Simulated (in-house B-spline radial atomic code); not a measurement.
# Ionising the oxygen ion O⁺ with different functionals

Computed with a radial B-spline atomic code at the basis-set limit: scalar-relativistic (spin-free X2C) Hamiltonian, Fermi nucleus of rms radius 2.6991 fm, spin-polarised at highest spin, spherical fractional occupations for the functionals, the average over the highest-spin determinants for Hartree-Fock. The ionisation energy is the difference of two self-consistent energies, [He] 2s2 2p3 → [He] 2s2 2p2, without Breit or QED terms; ε is the level of the shell that loses the electron (its least bound occupied spin orbital).

Hybrids are left out here: with spherical fractional occupations of an open shell their exact exchange keeps a self-interaction that integer-occupation calculations don't have.

```tsv
method	rung	ΔSCF (eV)	-ε(2p) (eV)
Hartree-Fock	Hartree-Fock	34.68	36.20
LDA VWN5	LDA	35.57	26.44
LDA PW92	LDA	35.55	26.43
LDA exchange-only	LDA	34.38	25.34
PBE	GGA	35.49	26.36
PBEsol	GGA	35.41	26.29
BLYP	GGA	35.36	26.17
RPBE	GGA	35.46	26.33
PW91	GGA	35.61	26.47
BP86	GGA	35.52	26.38
AM05	GGA	35.40	26.28
OLYP	GGA	35.57	26.39
TPSS	meta-GGA	35.74	26.63
SCAN	meta-GGA	36.36	27.32
r2SCAN	meta-GGA	36.32	27.29
revTPSS	meta-GGA	35.63	26.55
```

(1) How do they compare with the NIST value?

Results:

(1) NIST lists 35.121 eV (measured, ground level to ground level). Errors run from -0.74 to +1.23 eV; BLYP is closest (+0.24 eV), but part of that can be cancellation, since the calculations leave out spin-orbit coupling, Breit-QED terms, multiplet and fine-structure energies. Hartree-Fock also lacks correlation.
